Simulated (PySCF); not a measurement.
## Diatomics with 53 electrons

HF in PySCF with def2-SVP on every atom (core potentials on Rb, Sr), for the lowest determinant that a PBE0 search found; no spin–orbit coupling. All have 53 electrons, 7 of them in the valence shells, and the same state, a doublet (π ↑). For ions De leads to the atom and ion picked by measured ionisation energies and electron affinities.

| species | difference of nuclear charges | Re (Å) | ωe (cm⁻¹) | k (mdyn/Å) | De (eV) | dissociates to | Mayer bond order |
| --- | --- | --- | --- | --- | --- | --- | --- |
| KSe | 15 | 3.030 | 193 | 0.577 | 1.44 | K + Se | 0.57 |
| RbS | 21 | 3.032 | 221 | 0.666 | 1.45 | Rb + S | 0.65 |
| CaSe⁺ | 14 | 2.660 | 298 | 1.39 | 1.26 | Ca⁺ + Se | 1.14 |
| RbCl⁺ | 20 | 3.531 | 81.5 | 0.0969 | 0.20 | Rb⁺ + Cl | 0.10 |
| SrS⁺ | 22 | 2.692 | 327 | 1.47 | 1.47 | Sr⁺ + S | 1.16 |

(1) Which member of the whole set has the stiffest bond, and how does it compare with the softest?

Spin–orbit coupling is left out. For an ion De counts to the pair picked by the measured ionisation energies or electron affinities, which need not be the lowest pair at this level. Hartree–Fock leaves out correlation, which carries a large part of most bond energies and some tenths to 1 eV of ionisation energies. States were picked by a PBE0 search and need not be the measured ground states.

## Answers

(1) SrS⁺ with k = 1.47 mdyn/Å, 15 times that of RbCl⁺.
